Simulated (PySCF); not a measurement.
**TDDFT excited states: C6H19N3Si**

SiH(NMe2)3, C6H19N3Si.
InChI=1S/C6H19N3Si/c1-7(2)10(8(3)4)9(5)6/h10H,1-6H3

Level of theory: PySCF, TDDFT CAM-B3LYP/def2-SVPD, vertical, gas phase, core orbitals frozen in the response. The structure is a single PBE0-D3(BJ)/def2-SVP conformer in the gas phase; no vibrational or solvent corrections.

```
state  E (eV)  E (kJ/mol)  λ (nm)       f   main configurations (H = HOMO, L = LUMO)
   S1    5.80         560   213.6   0.028                                  H→L (80%)
   S2    6.01         580   206.1  0.0096                   H-1→L (57%), H→L+2 (25%)
   S3    6.05         584   205.0   0.012                   H-2→L (55%), H→L+1 (27%)
   S4    6.59         636   188.0   0.013    H→L+1 (34%), H→L+4 (12%), H-1→L+1 (10%)
   S5    6.62         639   187.3   0.015      H→L+2 (37%), H→L+5 (10%), H-1→L (10%)
   S6    6.73         649   184.3  0.0013   H→L+3 (47%), H-2→L+1 (10%), H-1→L+2 (9%)
   S7    6.94         670   178.6   0.023                 H-1→L+1 (33%), H→L+3 (19%)
   S8    6.97         672   178.0   0.067  H-1→L+3 (22%), H-1→L+2 (19%), H→L+8 (13%)
   S9    6.99         674   177.4   0.037  H-2→L+2 (28%), H-2→L+3 (13%), H→L+3 (11%)
  S10    7.08         683   175.1  0.0049  H-1→L+2 (17%), H→L+6 (14%), H-2→L+1 (13%)
```

Triplets (Tamm–Dancoff): T1 5.70 eV, H→L (77%), H-1→L+2 (9%); T2 5.90 eV, H-1→L (54%), H→L+2 (25%); T3 5.93 eV, H-2→L (51%), H→L+1 (27%); T4 6.46 eV, H→L+1 (31%), H→L+4 (18%), H-2→L (9%).

The lowest singlet lies at 5.80 eV (214 nm, ultraviolet) and is weak; its leading configuration is HOMO→LUMO (80%). The most intense listed level is S8 at 6.97 eV (178 nm, f = 0.067), 1.16 eV above S1. Löwdin shares by element: HOMO nitrogen 58%, silicon 5% (atoms not listed hold the other 37%); LUMO carbon 30% or more (atoms not listed hold the other 70%). The listed states span 1.28 eV, and the widest gap between neighbours is 0.55 eV (S3 to S4). Of the 10 states listed, 7 reach f = 0.01 and none stays under 0.0005. Weighted by f, the mean energy of these states is 6.67 eV. Only the lowest 10 singlets were computed, as vertical energies without vibronic structure.

Without π bonds the low states are Rydberg-like; a valence basis with one diffuse set may place them up to an eV too high.
